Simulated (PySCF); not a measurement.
A series of related molecules.

All values: wB97X-D/def2-SVPD (PySCF) at GFN2-xTB geometries, gas phase, one conformer each. Core orbitals are frozen in the response; Δα² is half the sum of the squared differences of the principal polarisabilities.

**Question.** Rank by HOMO energy, lowest first.
A. `N[Si@@H]1CC=N1`
B. `O=CN[Si@H]1CC=N1`
C. `C1=N[Si@@H](NC2CC2)C1`
D. `CC(=O)N[Si@H]1CC=N1`

**Answer.** B (-8.93 eV), D (-8.69 eV), A (-8.55 eV), C (-8.28 eV).

**Question.** Rank by dipole moment, highest first.
A. `[CH:1]1=[N:2][Si@@H:3]([NH:4][CH:5]2[CH2:6][CH2:7]2)[CH2:8]1` with N2–Si3–N4–C5 -171°, Si3–N4–C5–C6 162°
B. `[O:1]=[CH:2][NH:3][Si@H:4]1[CH2:5][CH:6]=[N:7]1` with O1–C2–N3–Si4 -3°, C2–N3–Si4–C5 88°
C. `[CH2:1]=[CH:2][CH2:3][NH:4][Si@@H:5]1[CH2:6][CH:7]=[N:8]1` with C1–C2–C3–N4 4°, C2–C3–N4–Si5 -81°, C3–N4–Si5–C6 -123°
D. `[NH2:1][Si@@H:2]1[CH2:3][CH:4]=[N:5]1` with H–N1–Si2–C3 59° and -165°

**Answer.** A (2.64 D), C (2.34 D), B (2.01 D), D (1.79 D).

All values together:

```csv
SMILES,change,formula,μ (D),HOMO (eV),LUMO (eV),α (Å³),Δα (Å³),electrons,α per electron (Å³)
N[Si@@H]1CC=N1,parent,C2H6N2Si,1.79,-8.55,1.47,8.85,2.64,46,0.192
CN[Si@@H]1CC=N1,H on N replaced by CH3,C3H8N2Si,2.29,-8.50,1.57,10.65,3.76,54,0.197
C1=N[Si@@H](NC2CC2)C1,H on N replaced by cPr,C5H10N2Si,2.64,-8.28,1.52,13.74,5.10,68,0.202
C=CCN[Si@@H]1CC=N1,H on N replaced by allyl,C5H10N2Si,2.34,-8.55,1.54,13.89,5.10,68,0.204
CC(=O)N[Si@H]1CC=N1,H on N replaced by COCH3,C4H8N2OSi,2.72,-8.69,1.51,12.51,4.22,68,0.184
O=CN[Si@H]1CC=N1,H on N replaced by CHO,C3H6N2OSi,2.01,-8.93,1.30,10.77,3.56,60,0.179
```

Conformers: `[NH2:1][Si@@H:2]1[CH2:3][CH:4]=[N:5]1` with H–N1–Si2–C3 59° and -165°; `[CH3:1][NH:2][Si@@H:3]1[CH2:4][CH:5]=[N:6]1` with C1–N2–Si3–C4 -117°; `[CH:1]1=[N:2][Si@@H:3]([NH:4][CH:5]2[CH2:6][CH2:7]2)[CH2:8]1` with N2–Si3–N4–C5 -171°, Si3–N4–C5–C6 162°; `[CH2:1]=[CH:2][CH2:3][NH:4][Si@@H:5]1[CH2:6][CH:7]=[N:8]1` with C1–C2–C3–N4 4°, C2–C3–N4–Si5 -81°, C3–N4–Si5–C6 -123°; `[CH3:1][C:2](=[O:3])[NH:4][Si@H:5]1[CH2:6][CH:7]=[N:8]1` with C1–C2–N4–Si5 178°, C2–N4–Si5–C6 85°; `[O:1]=[CH:2][NH:3][Si@H:4]1[CH2:5][CH:6]=[N:7]1` with O1–C2–N3–Si4 -3°, C2–N3–Si4–C5 88°.

**Question.** Give the shifts from the parent, `N[Si@@H]1CC=N1`.

**Answer.** 
```csv
SMILES,change in μ (D),change in HOMO (eV),change in LUMO (eV),change in mean α (Å³)
CN[Si@@H]1CC=N1,+0.50,+0.05,+0.10,+1.80
C1=N[Si@@H](NC2CC2)C1,+0.85,+0.27,+0.05,+4.89
C=CCN[Si@@H]1CC=N1,+0.55,0.00,+0.07,+5.04
CC(=O)N[Si@H]1CC=N1,+0.93,-0.14,+0.04,+3.66
O=CN[Si@H]1CC=N1,+0.22,-0.38,-0.17,+1.92
```

**Question.** How closely does the mean polarisability follow the number of electrons in this set?

**Answer.** The correlation coefficient is 0.95; α per electron runs from 0.179 to 0.204 Å³.
